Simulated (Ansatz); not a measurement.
`C1C[AsH]1` and `[SiH3]C1C[AsH]1` differ in one atom or group.

Ansatz, PBE0-D4/def2-TZVP geometries, multiplicity 1. 

Scalar relativity is left out up to krypton.

```tsv
property	`C1C[AsH]1`
HOMO–LUMO gap (B3LYP/def2-TZVPP) / eV	6.83
HOMO–LUMO gap (PBE0/def2-TZVPP) / eV	7.30
HOMO–LUMO gap (ωB97M-V/def2-TZVPP) / eV	11.27
size of the dipole moment (PBE/def2-TZVPP) / D	1.00
HOMO energy (ωB97M-V/def2-TZVPP) / eV	-9.12
size of the dipole moment (ωB97M-V/def2-TZVPP) / D	0.98
```

(1) What does the change do to each property? (An estimate is asked.)

## Answers

(1) Ansatz gave: 
```
                                          property  `[SiH3]C1C[AsH]1`  shift
             HOMO–LUMO gap (B3LYP/def2-TZVPP) / eV               6.52  -0.31
              HOMO–LUMO gap (PBE0/def2-TZVPP) / eV               6.95  -0.35
           HOMO–LUMO gap (ωB97M-V/def2-TZVPP) / eV              10.82  -0.45
    size of the dipole moment (PBE/def2-TZVPP) / D               1.12   0.12
             HOMO energy (ωB97M-V/def2-TZVPP) / eV              -9.17  -0.05
size of the dipole moment (ωB97M-V/def2-TZVPP) / D               1.11   0.13
```

With PBE0 the HOMO falls by 0.09 eV and the LUMO falls by 0.43 eV, so the gap narrows by about 0.34 eV. PBE moves the HOMO by -0.12 eV and ωB97M-V by -0.05 eV. Dipoles are sizes alone; their direction can turn.

B3LYP here is the variant with VWN-RPA as its local correlation; programs differ in this.
